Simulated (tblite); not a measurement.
Compound: C6H15OPSi.
Structure used (GFN2-xTB), in Å, numbered top down from 1:
```
atom  x, y, z in Å
C1     2.6845    1.4380   -0.9244
O2     2.0861    0.1755   -1.0457
C3     1.0862   -0.1106   -0.0807
C4     0.9582   -1.6319   -0.0170
C5     0.0397   -2.0834    1.1097
P6    -1.7003   -1.4421    0.9767
C7    -1.3202    0.3394    0.6299
Si8   -2.9605    1.2166    0.1840
C9    -0.2558    0.5360   -0.4415
H10    3.1283    1.5722    0.0705
H11    1.9763    2.2550   -1.1040
H12    3.4685    1.4771   -1.6784
H13    1.4146    0.2668    0.9037
H14    1.9559   -2.0550    0.1233
H15    0.5821   -1.9852   -0.9796
H16    0.4321   -1.7563    2.0788
H17   -0.0168   -3.1758    1.1345
H18   -1.8534   -1.8012   -0.3721
H19   -0.9557    0.7514    1.5800
H20   -3.4800    0.6516   -1.0624
H21   -2.6719    2.6407   -0.0103
H22   -3.9119    1.0196    1.2746
H23   -0.5933    0.1130   -1.3915
H24   -0.1046    1.6085   -0.5964
```

Level: GFN2-xTB in tblite, geometry and Hessian alike; calculated harmonic values, unscaled, isolated species. Against measured fundamentals such values can be off by several per cent, at times by over 20. Modes of hydrogen on phosphorus and silicon can be 10 to 20 % off. One conformer, not necessarily the lowest.

Harmonic wavenumbers (cm⁻¹): 60.1, 90.7, 103.6, 110.8, 134.1, 184.3, 222.9, 248.0, 267.8, 321.7, 365.3, 423.5, 469.0, 495.6, 526.2, 555.4, 665.4, 684.9, 756.1, 761.2, 775.9, 786.9, 801.8, 830.7, 857.7, 912.1, 933.5, 992.1, 1037.3, 1041.8, 1076.7, 1093.9, 1110.3, 1114.1, 1123.1, 1132.8, 1149.8, 1198.4, 1220.3, 1266.0, 1275.1, 1297.5, 1306.8, 1340.8, 1354.8, 1408.7, 1444.4, 1473.1, 1478.1, 1490.0, 1494.3, 2226.2, 2247.0, 2263.4, 2291.8, 2817.5, 2887.4, 2892.1, 2920.2, 2927.3, 2941.5, 2947.8, 2961.7, 2965.3, 2979.9, 3024.3.

A = 1569, B = 781.2, C = 550.7 MHz; mass 162.063 u (most abundant isotopes); point group C1, symmetry number 1.

**Question.** Zero-point energy?

**Answer.** ½Σν̃ = 42279 cm⁻¹ = 505.77 kJ/mol.

**Question.** Entropy at 400 K, 1 bar (ideal gas, RRHO, classical rotation)?

**Answer.** Translation 178.42, rotation 131.46, vibration 199.27: S = 509.1 J/(mol K).

**Question.** And Cp and H(400 K) − H(0)?

**Answer.** Cp = 249.87 J/(mol K), of which vibrations give 216.61 (their classical limit is 66 R = 548.8); H(400 K) − H(0) = 56.05 kJ/mol without the zero-point energy, 42.75 from vibrations.

**Question.** How do the functions run with temperature in this model?

**Answer.** 
```tsv
T (K)	S (J/(mol K))	Cp (J/(mol K))	H − H(0) (kJ/mol)	G − H(0) (kJ/mol)	ln q(vib)
100	302.0	87.7	5.75	-24.45	1.69
200	378.5	139.0	17.07	-58.63	4.76
300	445.4	195.2	33.75	-99.86	7.91
500	570.1	297.0	83.47	-201.60	14.33
800	733.3	396.1	188.77	-397.85	23.77
1000	826.5	438.7	272.48	-554.02	29.70
```

q(vib) and H(0) count from the zero-point level.

**Question.** Blend soft modes into free rotors: weight 1/[1 + (100 cm⁻¹/ν̃)⁴] for the oscillator and the rest for a rotor with moment μB/(μ + B), μ = h/(8π²ν), B = 10⁻⁴⁴ kg m². What vibrational entropy results?

**Answer.** 188.08 J/(mol K) in place of 199.27, which changes −T·S at 400 K by +4.48 kJ/mol.

**Question.** What must be added to the electronic energy to get the Gibbs energy at 400 K and 1 bar?

**Answer.** ZPE + [H(400 K) − H(0)] − T·S = 505.77 + 56.05 − 203.66 = 358.16 kJ/mol.

Hindered rotation and anharmonicity are outside this model. Other conformers, if any are populated, would add a mixing term that is left out. The structure is chiral; the term R ln 2 for an equal mix with its mirror image is left out.
